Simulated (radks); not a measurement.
The technetium ion Tc4+, 39 electrons, occupied as [Kr] 4d3. Calculated with a radial shooting solver on a logarithmic mesh with Libxc functionals: scalar-relativistic Kohn-Sham, BLYP, spin-polarised, spherical densities, finite nucleus; open shells are filled with parallel spins first (spin-orbit coupling, left out, can overturn this in heavy ions); Fermi nuclear charge, rms radius 4.4112 fm. Some entries of the table are withheld. Estimate them.

orbital  occ.  eigenvalue (Ry)  <r^2> (bohr^2)  r(max) (bohr)
1s down     1        -1537.538        0.001586        0.02228
1s up       1        -1537.538        0.001586        0.02228
2s up       1        -222.3829         0.02638         0.1262
2s down     1        -222.3469         0.02638         0.1262
2p up       3        -199.4219         0.02076         0.1008
2p down     3        -199.3947         0.02076         0.1008
3s up       1        -41.57702          0.1977         0.3722
3s down     1        -41.55775          0.1976         0.3723
3p up       3        -34.04392          0.2017         0.3655
3p down     3        -34.02215          0.2016         0.3656
3d up       5        -21.85268          0.1909         0.3110
3d down     5        -21.81919          0.1907         0.3112
4s up       1         -8.81769             (1)            (2)
4s down     1         -8.64079             (3)            (4)
4p up       3              (5)           1.486          1.015
4p down     3              (6)           1.483          1.010
4d up       3         -3.67707           2.406          1.207
4d down     0         -3.49347           2.479          1.205

Answer. 
(1) 4s up <r^2> (bohr^2): 1.232
(2) 4s up r(max) (bohr): 0.9455
(3) 4s down <r^2> (bohr^2): 1.225
(4) 4s down r(max) (bohr): 0.9418
(5) 4p up eigenvalue (Ry): -6.71681
(6) 4p down eigenvalue (Ry): -6.52980
